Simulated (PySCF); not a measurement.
Calculation: PBE-D3(BJ)/def2-TZVP // CAM-B3LYP-D3(BJ)/def2-TZVP in PySCF. All species are isolated molecules in the gas phase. 

Reference species (SMILES): `B` (neutral, multiplicity 1).

The HOMO is -8.48 eV and the HOMO–LUMO gap is 5.44 eV. The LUMO is -3.04 eV.

Changed species: `BI` (2 of 3 I replaced by H; the reference has 3 of 3 I replaced by H).

Problem. What does the change do to the HOMO, HOMO–LUMO gap and LUMO?

Solution. the HOMO rises by 2.03 eV, to -6.45 eV; the HOMO–LUMO gap falls by 2.12 eV, to 3.32 eV; the LUMO decreases by 0.09 eV, to -3.13 eV.
